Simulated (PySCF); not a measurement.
## Atomic charges against the basis set

Species: C4H5NOSi.
Structure used (PBE0-D3(BJ)/def2-SVP), in Å, numbered top down from 1:
```
atom  x, y, z in Å
N1     2.7031    0.2749   -2.2138
C2     2.0448   -0.0044   -1.3005
Si3    0.9782   -0.5017    0.1473
C4    -0.6767   -1.1392   -0.3792
C5    -1.5663   -0.2311    0.0539
C6    -1.0281    0.9563    0.7998
O7     0.3711    0.8491    0.9203
H8     1.8525   -1.3201    1.0225
H9    -0.9655   -2.0316   -0.9370
H10   -2.6477   -0.3057   -0.1120
H11   -1.4840    1.0212    1.8054
H12   -1.2926    1.8921    0.2720
```

PBE0 throughout (PySCF), one geometry, spherical d and f functions. Isolated species at its PBE0-D3(BJ)/def2-SVP geometry, gas phase. The first 7 of 12 kinds of atom are listed.

Mulliken charges (e):

```
        basis  functions      N1      C2     Si3      C4      C5      C6      O7
       STO-3G         44  -0.197  -0.142  +0.847  -0.269  -0.089  -0.064  -0.352
        6-31G         77  -0.281  -0.104  +1.091  -0.498  -0.126  -0.083  -0.702
     pcSseg-0         77  -0.383  -0.266  +1.598  -0.820  -0.161  -0.140  -0.838
       6-31G*        112  -0.266   0.000  +0.739  -0.355  -0.175  -0.089  -0.572
      cc-pVDZ        127  -0.111  -0.178  +0.638  -0.165  -0.103  +0.178  -0.419
     def2-SVP        127  -0.061  -0.259  +0.746  -0.247  -0.124  +0.239  -0.490
  aug-cc-pVDZ        210  -0.379  -0.041  +0.776  +0.132  +0.371  +0.968  -0.877
6-311+G(2d,p)        227  -0.217  -0.295  +1.278  -0.398  +0.011  -0.277  -0.612
    def2-TZVP        253  -0.031  -0.221  +0.489  -0.257  -0.157  +0.025  -0.361
      cc-pVTZ        284  -0.070  -0.195  +0.511  -0.269  -0.130  +0.055  -0.326
     IGLO-III        304  -0.306  -0.037  +1.040  -0.385  +0.022  -0.078  -0.539
     pcSseg-2        329  -0.136  -0.168  +0.856  -0.290  -0.094  +0.273  -0.562
```

IAO charges (e):

```json
{"basis": "STO-3G", "functions": "44", "N1": "-0.148", "C2": "-0.194", "Si3": "+0.999", "C4": "-0.402", "C5": "-0.139", "C6": "-0.148", "O7": "-0.443"}
{"basis": "6-31G", "functions": "77", "N1": "-0.172", "C2": "-0.162", "Si3": "+0.987", "C4": "-0.444", "C5": "-0.127", "C6": "-0.092", "O7": "-0.591"}
{"basis": "pcSseg-0", "functions": "77", "N1": "-0.174", "C2": "-0.169", "Si3": "+1.019", "C4": "-0.450", "C5": "-0.129", "C6": "-0.088", "O7": "-0.591"}
{"basis": "6-31G*", "functions": "112", "N1": "-0.181", "C2": "-0.183", "Si3": "+1.108", "C4": "-0.462", "C5": "-0.117", "C6": "-0.056", "O7": "-0.624"}
{"basis": "cc-pVDZ", "functions": "127", "N1": "-0.177", "C2": "-0.184", "Si3": "+1.095", "C4": "-0.460", "C5": "-0.119", "C6": "-0.054", "O7": "-0.618"}
{"basis": "def2-SVP", "functions": "127", "N1": "-0.174", "C2": "-0.185", "Si3": "+1.106", "C4": "-0.459", "C5": "-0.115", "C6": "-0.052", "O7": "-0.620"}
{"basis": "aug-cc-pVDZ", "functions": "210", "N1": "-0.191", "C2": "-0.174", "Si3": "+1.103", "C4": "-0.466", "C5": "-0.121", "C6": "-0.058", "O7": "-0.630"}
{"basis": "6-311+G(2d,p)", "functions": "227", "N1": "-0.192", "C2": "-0.181", "Si3": "+1.135", "C4": "-0.475", "C5": "-0.120", "C6": "-0.059", "O7": "-0.638"}
{"basis": "def2-TZVP", "functions": "253", "N1": "-0.189", "C2": "-0.185", "Si3": "+1.146", "C4": "-0.478", "C5": "-0.120", "C6": "-0.057", "O7": "-0.640"}
{"basis": "cc-pVTZ", "functions": "284", "N1": "-0.187", "C2": "-0.183", "Si3": "+1.133", "C4": "-0.475", "C5": "-0.120", "C6": "-0.058", "O7": "-0.635"}
{"basis": "IGLO-III", "functions": "304", "N1": "-0.192", "C2": "-0.183", "Si3": "+1.144", "C4": "-0.478", "C5": "-0.121", "C6": "-0.059", "O7": "-0.640"}
{"basis": "pcSseg-2", "functions": "329", "N1": "-0.190", "C2": "-0.183", "Si3": "+1.144", "C4": "-0.478", "C5": "-0.120", "C6": "-0.058", "O7": "-0.640"}
```

**Question.** Which scheme is steadiest as the basis changes?

**Answer.** Largest range over the bases for any column: IAO 0.20 e, Mulliken 1.25 e. IAO charges move least and Mulliken charges most, counted in e. Without the minimal STO-3G basis the ranges are IAO 0.16, Mulliken 1.25 e.

**Question.** How much do the charges still move between the two largest bases, IGLO-III and pcSseg-2?

**Answer.** At most, over all atoms: Mulliken 0.351 e, IAO 0.001 e.

**Question.** What do the same runs give for the total energy, the frontier levels and the dipole moment?

**Answer.** 
| basis | energy (Eh) | HOMO (eV) | LUMO (eV) | μ (D) |
| --- | --- | --- | --- | --- |
| STO-3G | -567.4809 | -4.79 | 2.62 | 3.78 |
| 6-31G | -574.2975 | -8.07 | -0.73 | 4.85 |
| pcSseg-0 | -573.4555 | -8.32 | -0.99 | 4.96 |
| 6-31G* | -574.4329 | -8.09 | -0.76 | 4.64 |
| cc-pVDZ | -574.4658 | -8.12 | -0.84 | 4.52 |
| def2-SVP | -574.1508 | -8.22 | -0.94 | 4.57 |
| aug-cc-pVDZ | -574.4867 | -8.25 | -1.09 | 4.73 |
| 6-311+G(2d,p) | -574.5501 | -8.30 | -1.16 | 4.78 |
| def2-TZVP | -574.5791 | -8.28 | -1.10 | 4.70 |
| cc-pVTZ | -574.5689 | -8.24 | -1.03 | 4.65 |
| IGLO-III | -574.5830 | -8.29 | -1.13 | 4.74 |
| pcSseg-2 | -574.5838 | -8.30 | -1.14 | 4.73 |

The dipole is fixed by the density alone, so its range of 1.18 D shows that the density itself changes with the basis, not only its division among atoms.
